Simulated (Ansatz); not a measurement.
Total energies of `CC[SiH]1[AlH][SiH2]1`.

```xyz
14

C    -0.9558    0.9376   -2.0148
C    -0.9915    0.9320   -0.4905
Si    0.0369   -0.4514    0.2755
Al    2.2559   -1.2740    0.6566
Si    0.6995   -0.8815    2.4647
H    -1.5648    1.7486   -2.4231
H    -1.3372   -0.0004   -2.4258
H     0.0631    1.0665   -2.3881
H    -2.0177    0.8190   -0.1252
H    -0.6226    1.8803   -0.0883
H    -0.4677   -1.8028   -0.1635
H     3.6793   -1.7753    0.1624
H    -0.0523   -1.5866    3.5426
H     1.2749    0.3879    3.0175
```

Total charge 0; spin multiplicity 1. The structure was optimised at the PBE0-D4/def2-TZVP level. It is one conformer, not always the lowest. Basis def2-TZVPP, Ansatz 0.2.0.

RPA on PBE orbitals: Hartree–Fock energy of these orbitals -900.68728 Eh, correlation -1.23935 Eh (frozen core).

```json
{"functional": "LDA (SPW92)", "energy without D4 (Eh)": "-898.89195", "D4 term (kJ/mol)": "–"}
{"functional": "revPBE", "energy without D4 (Eh)": "-902.85456", "D4 term (kJ/mol)": "-86.6"}
{"functional": "B97M-V", "energy without D4 (Eh)": "-902.85512", "D4 term (kJ/mol)": "–"}
{"functional": "PBE0", "energy without D4 (Eh)": "-902.59165", "D4 term (kJ/mol)": "-27.4"}
{"functional": "r2SCANh", "energy without D4 (Eh)": "-902.90864", "D4 term (kJ/mol)": "-8.7"}
{"functional": "HSE06 (plane-wave form)", "energy without D4 (Eh)": "-902.56691", "D4 term (kJ/mol)": "-25.8"}
{"functional": "BHLYP", "energy without D4 (Eh)": "-902.98822", "D4 term (kJ/mol)": "-43.7"}
{"functional": "LC-ωPBE", "energy without D4 (Eh)": "-902.72725", "D4 term (kJ/mol)": "–"}
{"functional": "B2PLYP", "energy without D4 (Eh)": "-902.60015", "D4 term (kJ/mol)": "–"}
{"functional": "PBE-QIDH", "energy without D4 (Eh)": "-902.31554", "D4 term (kJ/mol)": "–"}
```

Give the same for PBE, BLYP, r2SCAN, B3LYP, r2SCAN0, CAM-B3LYP, ωB97X-V, ωB97M-V. (Best estimate.)

Ansatz gave: 
| functional | energy without D4 (Eh) | D4 term (kJ/mol) |
| --- | --- | --- |
| PBE | -902.49479 | -31.9 |
| BLYP | -902.98327 | -67.9 |
| r2SCAN | -902.91651 | -8.0 |
| B3LYP | -903.11644 | -51.5 |
| r2SCAN0 | -902.89806 | -9.6 |
| CAM-B3LYP | -903.00285 | -28.3 |
| ωB97X-V | -902.89125 | – |
| ωB97M-V | -902.92292 | – |

B3LYP takes the VWN-RPA correlation (the form of Gaussian; ORCA's B3LYP/G). HSE06 is the plane-wave form, built on full-range PBE exchange. The double hybrids freeze the cores in their second-order part.

LC-ωPBE has ω = 0.4 bohr⁻¹.
